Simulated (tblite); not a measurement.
Species: C₃H₇F₄NSi₂.
Structure used (GFN2-xTB), in Å, numbered top down from 1:
```xyz
17
C3H7F4NSi2 angstrom
F     -2.552   -0.495    1.545
Si    -0.957   -0.541    1.325
N     -0.746    0.177   -0.258
Si    -1.934    1.278   -0.980
C      0.324   -0.088   -1.060
C      1.579   -0.449   -0.761
C      2.210   -0.531    0.575
F      1.897   -1.632    1.301
F      3.549   -0.549    0.471
F      1.920    0.517    1.376
H     -0.657   -1.955    1.236
H     -0.436    0.273    2.403
H     -2.359    0.634   -2.226
H     -3.013    1.456   -0.027
H     -1.222    2.530   -1.248
H      0.116    0.028   -2.119
H      2.273   -0.640   -1.563
```

Method: GFN2-xTB as coded in tblite; computed harmonic values from a numerical Hessian at the method's own geometry, unscaled. Errors from tens to a few hundred cm⁻¹ against measured bands are possible. Modes of hydrogen on silicon can be 10 to 20 % off. One conformer, not necessarily the lowest. The optimisation stopped once no atom felt more than 0.01 eV/Å.

Lowest wavenumbers of the output (negative numbers stand for imaginary wavenumbers):
```
mode    cm-1
  1     -26.6
  2      22.0
  3      43.1
  4      97.7
  5     121.1
  6     147.1
  7     167.9
  8     209.3
  9     234.1
 10     288.9
 11     321.9
 12     433.0
 13     458.1
 14     528.1
 15     531.1
```

Is this structure a minimum?

Not by this Hessian. 1 mode is imaginary beyond 20i (27i cm⁻¹), so at this level the point lies at or near a first-order saddle. The curvature is small, so loose convergence or finite differences may be the whole cause.

Which atoms move in the imaginary mode?

27i: F8 (fluorine of a CF3 group) 28 %, Si2 (fluorine-bound silicon) 25 %, F10 (fluorine of a CF3 group) 19 %. These are shares of the mass-weighted motion.

What is the remedy?

Step along that mode in both directions, optimise again with tighter thresholds and repeat the frequencies. The zero-point energy of this point (59.9 kcal/mol) counts the 44 real modes alone, and thermal corrections from it aren't those of a minimum.
